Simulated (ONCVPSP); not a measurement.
W (Z = 74), ONCV: configuration errors across variants

tungsten, optimised norm-conserving Vanderbilt (ONCV), made with ONCVPSP 4.0.1 (LDA (Perdew-Wang 92), fully relativistic). Core [Kr] 4d10, reference 4f14 5s2 5p6 5d4.5 6s1.5. Waves: 5s+6s: rc 1.70 bohr, ncon 4, nbas 7, qcut 5.8 1/bohr, 2 projectors; 5p: rc 1.95 bohr, ncon 4, nbas 8, qcut 5.7 1/bohr, 2 projectors, debl 1.6 Ha; 5d: rc 1.70 bohr, ncon 4, nbas 7, qcut 6.6 1/bohr, 3 projectors, debl 2.6 Ha; 4f: rc 0.50 bohr, ncon 4, nbas 8, qcut 20.3 1/bohr, 1 projector. Local part: polynomial inside 0.40 bohr (lpopt 5, dvloc0 0 Ha). Core correction: Teter function, fcfact 2.25, rcfact 1.5.

Open shells are filled in proportion to 2j + 1.

All-electron excitation energies from the reference (eV): (1) 4f14 5s2 5p6 5d4 6s2 -0.691; (2) 4f14 5s2 5p6 5d4 6s1 8.438; (3) 4f14 5s2 5p6 5d4 6s0 24.456; (4) 4f14 5s2 5p6 5d3 6s2 6p1 3.370.

4 further variants failed, have other tests or another functional or relativity, and are left out.

A true bound ghost makes a file unfit for plane-wave use even where its test errors are small: the radial tests pick states by their node count and pass the ghost by.

Errors AE − PS in meV (a dash: test not solved or not reliable):

```tsv
change	(1)	(2)	(3)	(4)	bound ghosts	GHOST(+) flags above zero
base	-1.0	+0.2	-1.3	-6.6	s, p3/2, d5/2, p1/2, d3/2	none
local potential polynomial inside 0.40 bohr (lpopt 5, dvloc0 6 Ha)	-1.0	+0.2	-1.3	-6.8	s, p3/2, d5/2, p1/2, d3/2	none
d: rc 2.44	-0.7	+0.1	-1.5	-2.5	s, p3/2, d5/2, p1/2, d3/2	none
core correction Teter function, fcfact 2.25, rcfact 1.64	-1.1	+0.1	-1.4	-7.5	s, p3/2, d5/2, p1/2, d3/2	none
```

Q: Give the same row for: p: qcut 4.

A: -1.2, +0.1, -1.5, -8.1; bound ghosts: s, p3/2, d5/2, p1/2, d3/2; GHOST(+) flags above zero: none.
